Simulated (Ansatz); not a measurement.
Mulliken charges of ClF2Sn, SMILES `[F][Sn]([F])[Cl]` radical from r2SCAN/def2-TZVPP in Ansatz (PBE0-D4/def2-TZVP geometry).

```tsv
atom	x (Å)	y (Å)	z (Å)	charge (e)
F1	-0.930	-0.513	1.457	-0.435
Sn2	0.240	0.445	0.289	1.176
F3	1.641	-0.807	-0.063	-0.435
Cl4	-0.895	0.816	-1.703	-0.306
```

Question: By hand: the dipole of these point charges (1 e Å = 4.8032 D).

Answer: Σ q r = (0.247, 0.848, 0.255) e Å, of length 0.919 e Å = 4.41 D.

Question: How does the dipole of the full density compare? (Estimate.)

Answer: The calculation gave: (0.117, 0.541, 0.093) e Å, 2.70 D; the point charges give 1.63 times that, at 8° from its direction.

Point charges leave out the atoms' own dipoles, such as those of lone pairs, and Mulliken's split depends on the basis, so the two needn't agree.
